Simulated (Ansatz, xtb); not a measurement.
ClFH5NSi2: which of two conformers lies lower

Structure I is `F[Si@H](Cl)N[SiH3]`, a singlet and structure II is `F[Si@H](Cl)N[SiH3]`, a singlet. Both are isolated molecules in the gas phase, relaxed with PBE0-D3(BJ)/def2-SVP.

I (Å):

```xyz
10

Cl    0.5681   -0.9017   -3.5261
F     0.6948    1.9897   -4.0085
N     0.3861    1.2643   -1.3602
Si    1.1506    0.9503   -2.8543
Si    0.9934    2.1948   -0.0070
H     2.6177    1.0455   -2.7274
H    -0.5624    0.9045   -1.2732
H     2.4068    2.5413   -0.3320
H     0.2090    3.4482    0.2059
H     0.9405    1.3942    1.2525
```

II (Å):

```yaml
atoms:
  - { symbol: Cl, position_ang: [0.8243, -1.8862, 3.0828] }
  - { symbol: F, position_ang: [-0.9548, -1.9363, 0.7195] }
  - { symbol: N, position_ang: [1.3300, -0.3954, 0.5038] }
  - { symbol: Si, position_ang: [0.6299, -1.8556, 1.0377] }
  - { symbol: Si, position_ang: [1.7094, 1.0427, 1.4426] }
  - { symbol: H, position_ang: [1.2320, -3.0568, 0.4230] }
  - { symbol: H, position_ang: [1.5266, -0.3272, -0.4916] }
  - { symbol: H, position_ang: [2.0581, 2.0999, 0.4486] }
  - { symbol: H, position_ang: [2.8711, 0.8267, 2.3535] }
  - { symbol: H, position_ang: [0.5396, 1.4828, 2.2549] }
```

**Question.** Estimate E(II) − E(I) at the level CCSD(T)/def2-SVP + ΔMP2/def2-TZVPP.

**Answer.** Too close to call at this level: CCSD(T)/def2-SVP + ΔMP2/def2-TZVPP gives E(II) − E(I) = +0.29 kcal/mol.

How the difference moves with the method:

| level | geometry | E(II) − E(I) (kcal/mol) | departure from the last row (kcal/mol) | job, with rough time for the two |
| --- | --- | --- | --- | --- |
| PBE0-D3(BJ)/def2-SVP | PBE0-D3(BJ)/def2-SVP | +0.04 | −0.24 | optimisation, 2.1 min |
| HF/def2-SVP | PBE0-D3(BJ)/def2-SVP | +0.54 | +0.25 | part of the CCSD(T) run |
| MP2/def2-SVP | PBE0-D3(BJ)/def2-SVP | +0.06 | −0.22 | part of the CCSD(T) run |
| CCSD(T)/def2-SVP | PBE0-D3(BJ)/def2-SVP | +0.07 | −0.21 | single point |
| CCSD(T)/def2-SVP + ΔMP2/def2-TZVPP | PBE0-D3(BJ)/def2-SVP | +0.29 |  | single point, 32 s |

The largest departure from CCSD(T)/def2-SVP + ΔMP2/def2-TZVPP is that of HF/def2-SVP, 0.25 kcal/mol. Levels run at GFN2-xTB geometries aren't shown. The last row adds to CCSD(T) the change of the MP2 difference between the two basis sets, here +0.21 kcal/mol.

With harmonic frequencies from PBE0-D3(BJ)/def2-SVP (ideal gas, rigid rotor, one conformer each, 298.15 K, 1 atm): on the last row, ΔE + ΔZPE = +0.22 kcal/mol. A mode under 50 cm⁻¹ makes harmonic enthalpies and free energies unreliable, so none is given.

The correlated steps freeze 17 core orbitals. Programs: Ansatz 0.2.0; the last row on 2 threads of Arm Neoverse V2 on a shared host.
